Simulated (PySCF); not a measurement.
CH5AlO, SMILES [CH3][AlH][OH].

Geometry: PBE0-D3(BJ)/def2-TZVP. Other conformers were not sampled.

All values below come from M06-2X/def2-TZVPD (PySCF).

Isolated molecule, no solvent.

* **total energy**: -358.80959 hartree
* **point group**: Cs
* **highest occupied level**: -9.18 eV
* **lowest empty level**: -0.05 eV
* **orbital gap**: 9.14 eV
* **dipole moment**: 0.71 D
* **quadrupole, principal values (traceless, Buckingham form, about the centre of nuclear charge)**: -6.90, 3.42, 3.48 D·Å
* **mean static polarisability**: 43.9 bohr³ (6.50 Å³)
* **polarisability, principal values**: 37.5, 43.4, 50.7 bohr³
